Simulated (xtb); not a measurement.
O4Os, charge +1, doublet, at a GFN2-xTB geometry (such geometries of metal compounds can be far from the true shape) (the multiplicity is a formal guess); GFN0-xTB (xtb).

xtb was given this input:
```
$ xtb mol.xyz --gfn 0 --chrg 1 --uhf 1 --hess --json

# file mol.xyz
5

Os    -0.00000000     0.00000000     0.00000000
O      1.11321577     0.65860650    -0.97578716
O      0.73878417    -0.82068684     1.18568272
O     -0.93664588    -1.00978647    -0.85334532
O     -0.91535405     1.17186681     0.64344976
```

**Question.** What does xtb print? Leave out banner, timings and long lists.

**Answer.** 
```
   ID    Z sym.   atoms
    1   76 Os     1
    2    8 O      2-5

           -------------------------------------------------
          |                Calculation Setup                |
           -------------------------------------------------

           -------------------------------------------------
          |                 G F N 0 - x T B                 |
           -------------------------------------------------

          ...................................................
          :                      SETUP                      :
          :.................................................:
          :  # basis functions                  26          :
          :  # atomic orbitals                  25          :
          :  # shells                           11          :
          :  # electrons                        31          :
          :  electronic temp.          300.0000000     K    :
          :  accuracy                    1.0000000          :
          :  -> integral cutoff          0.2500000E+02      :
          :  -> integral neglect         0.1000000E-07      :
          ...................................................

         :::::::::::::::::::::::::::::::::::::::::::::::::::::
         ::                     SUMMARY                     ::
         :::::::::::::::::::::::::::::::::::::::::::::::::::::
         :: total energy             -14.420059533843 Eh    ::
         :: gradient norm              0.043014118507 Eh/a0 ::
         :: HOMO-LUMO gap              6.227405190615 eV    ::
         ::.................................................::
         :: H0 energy                -15.948845993724 Eh    ::
         :: repulsion energy           0.095078920756 Eh    ::
         :: electrostat energy         1.434774333787 Eh    ::
         :: -> Gsolv                   0.000000000000 Eh    ::
         ::    -> Gsasa                0.000000000000 Eh    ::
         ::    -> Gshift               0.000000000000 Eh    ::
         :: dispersion energy         -0.001066794661 Eh    ::
         :: short-range corr.          0.000000000000 Eh    ::
         :: add. restraining           0.000000000000 Eh    ::
         :: total charge               1.000000000000 e     ::
         :::::::::::::::::::::::::::::::::::::::::::::::::::::

           -------------------------------------------------
          |                Numerical Hessian                |
[...]
       3    160.71    -0.75774 ( 99.07%)    -0.71040 (  0.93%)    -0.75730
       4    171.44    -0.72140 ( 99.28%)    -0.69125 (  0.72%)    -0.72118
       5    171.45    -0.72140 ( 99.28%)    -0.69125 (  0.72%)    -0.72118
   ------------------------------------------------------------------------

   temp. (K)  partition function   enthalpy   heat capacity  entropy
                                   cal/mol     cal/K/mol   cal/K/mol   J/K/mol
 298.15  VIB   21.6                 2107.885     11.736     13.167
         ROT  0.755E+04              888.752      2.981     20.725
         INT  0.163E+06             2996.637     14.717     33.892
         TR   0.392E+28             1481.254      4.968     42.480
         TOT                        4477.8911    19.6850    76.3716   319.5386

       T/K    H(0)-H(T)+PV         H(T)/Eh          T*S/Eh         G(T)/Eh
   ------------------------------------------------------------------------
    298.15    0.713597E-02    0.166771E-01    0.362866E-01   -0.196095E-01
   ------------------------------------------------------------------------

         :::::::::::::::::::::::::::::::::::::::::::::::::::::
         ::                  THERMODYNAMIC                  ::
         :::::::::::::::::::::::::::::::::::::::::::::::::::::
         :: total free energy         -14.439669039965 Eh   ::
         ::.................................................::
         :: total energy              -14.420059533843 Eh   ::
         :: zero point energy           0.009541113255 Eh   ::
         :: G(RRHO) w/o ZPVE           -0.029150619377 Eh   ::
         :: G(RRHO) contrib.           -0.019609506122 Eh   ::
         :::::::::::::::::::::::::::::::::::::::::::::::::::::

           -------------------------------------------------
          | TOTAL ENERGY              -14.420059533843 Eh   |
          | TOTAL ENTHALPY            -14.403382446942 Eh   |
          | TOTAL FREE ENERGY         -14.439669039965 Eh   |
          | GRADIENT NORM               0.043014118507 Eh/α |
          | HOMO-LUMO GAP               6.227405190615 eV   |
           -------------------------------------------------
########################################################################
[WARNING] Runtime exception occurred
-1- hessian_numhess: Hessian on incompletely optimized geometry!
########################################################################

normal termination of xtb
```
